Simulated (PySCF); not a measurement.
PySCF 2.14 output of an unrestricted r2SCAN calculation on a single atom or ion in x2c-TZVPPall (11s7p7d4f2g, 113 functions), with scalar relativity by spin-free X2C-1e:

```
SCF conv_tol = 1e-09
number electrons alpha = 33  beta = 27
    J. W. Furness, A. D. Kaplan, J. Ning, J. P. Perdew, and J. Sun.,  J. Phys. Chem. Lett. 11, 8208-8215 (2020)
    J. W. Furness, A. D. Kaplan, J. Ning, J. P. Perdew, and J. Sun.,  J. Phys. Chem. Lett. 11, 9248-9248 (2020)
    J. W. Furness, A. D. Kaplan, J. Ning, J. P. Perdew, and J. Sun.,  J. Phys. Chem. Lett. 11, 8208-8215 (2020)
    J. W. Furness, A. D. Kaplan, J. Ning, J. P. Perdew, and J. Sun.,  J. Phys. Chem. Lett. 11, 9248-9248 (2020)
cycle= 1 E= -10842.091276211  delta_E= -0.0215  |g|= 0.168  |ddm|= 0.222
cycle= 2 E= -10842.0898789758  delta_E= 0.0014  |g|= 0.208  |ddm|= 0.176
cycle= 3 E= -10842.0941415237  delta_E= -0.00426  |g|= 0.00544  |ddm|= 0.0926
cycle= 4 E= -10842.0941859794  delta_E= -4.45e-05  |g|= 0.00681  |ddm|= 0.0227
cycle= 5 E= -10842.0941367493  delta_E= 4.92e-05  |g|= 0.00238  |ddm|= 0.0296
cycle= 6 E= -10842.094131922  delta_E= 4.83e-06  |g|= 0.000574  |ddm|= 0.0165
cycle= 7 E= -10842.0941316667  delta_E= 2.55e-07  |g|= 0.000213  |ddm|= 0.00195
cycle= 8 E= -10842.0941316234  delta_E= 4.33e-08  |g|= 6.26e-05  |ddm|= 0.00162
cycle= 9 E= -10842.0941316195  delta_E= 3.87e-09  |g|= 2.16e-06  |ddm|= 0.000351
cycle= 10 E= -10842.0941316195  delta_E=    0  |g|= 3.88e-07  |ddm|= 1.39e-05
converged SCF energy = -10842.0941316195  <S^2> = 12.00545  2S+1 = 7.0015571
```

The run itself started from symmetry-adapted Hartree-Fock orbitals and held the occupation by maximum overlap, on a logarithmic radial grid, so the iterations belong to that start.

Problem. Which element, charge and spin multiplicity is this?

Solution. Eu(3+) (europium, charge +3), multiplicity 7; the state was [Xe] 4f6, high-spin 7F determinant.

Spin-orbit coupling, absent here, splits the open shell strongly.
